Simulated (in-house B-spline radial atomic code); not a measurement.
## RPA and G0W0 on TPSS: Tc13+

Configuration [Ar] 3d10 4s2, mean-field start TPSS. Computed with a B-spline radial code for spherical atoms: all electrons, non-relativistic, point nucleus, each spin shell either full or empty, empty states to l = 9 with an (l + 1/2)⁻⁴ tail; G0W0 by contour deformation at full frequency.

Without relativity these are model numbers: it shifts the levels of so heavy an element strongly and can reorder them.

Command:
```bash
python run_gw.py task.json out
```
Settings (radii: box in bohr, nucleus in fm):
```
Z                        43
electrons                30
configuration            [Ar] 3d10 4s2
hamiltonian              nr
method                   tpss,tpss
lmax                     9
spin_polarised           False
box_radius               5.53
intervals                49
ion_configuration        [Ar] 3d10 4s1
```

Cost of the run: 2.9 s on 1 thread of AMD EPYC 7R43 64-Core Processor (Zen 3), on a shared host.

Energies (hartree):

```tsv
term	value
mean-field total	-4150.05482
Hartree-Fock functional on these orbitals	-4148.70387
direct second order	-2.5738
second-order exchange	0.75326
SOSEX correction	0.70359
```

Q: What is the RPA correlation energy, and what remains with SOSEX?

A: RPA gives -2.3312 hartree (-2.11 eV per electron); RPA + SOSEX gives -1.6276, and the second-order doubles -1.8206 hartree (no singles). RPA lacks exchange-type terms and so overcorrelates at short range.

Quasi-particle levels (eV):

```json
{"level": "4s", "occupied": "yes", "mean field": "-297.84", "Σx - vxc": "-7.87", "Σc": "?", "QP weight": "?", "G0W0": "?"}
{"level": "3d", "occupied": "yes", "mean field": "-520.75", "Σx - vxc": "-30.66", "Σc": "3.51", "QP weight": "0.975", "G0W0": "-547.90"}
{"level": "3p", "occupied": "yes", "mean field": "-677.09", "Σx - vxc": "-42.73", "Σc": "7.78", "QP weight": "0.936", "G0W0": "-712.03"}
{"level": "4p", "occupied": "no", "mean field": "-268.51", "Σx - vxc": "11.66", "Σc": "-2.31", "QP weight": "0.972", "G0W0": "-259.16"}
```

G0W0 = mean field + (Σx - vxc) + Σc, with Σc (partial-wave tail included) taken at the quasi-particle energy. Only the outer levels were computed. Levels of low weight are left out.

Q: Where does G0W0 put 4s?

A: At -309.00 eV, with Σc = -3.28 eV and a quasi-particle weight of 0.974. The tabulated removal energy is 311 ± 3 eV (NIST, tabulated theory); the calculation leaves out relativity, Breit and QED terms, and what these don't explain is the method's own error.

Q: What does it cost to remove one electron (to [Ar] 3d10 4s1) by differences of total energies, each species on its own start (correlation terms add to the Hartree-Fock functional)?

A: TPSS 308.26 eV, Hartree-Fock functional 305.35 eV, + RPA 308.73 eV, + RPA + SOSEX 307.92 eV, + second order 308.89 eV. Tabulated: 311 ± 3 eV (NIST, tabulated theory); the calculation leaves out relativity, Breit and QED terms, and what these don't explain is the method's own error.
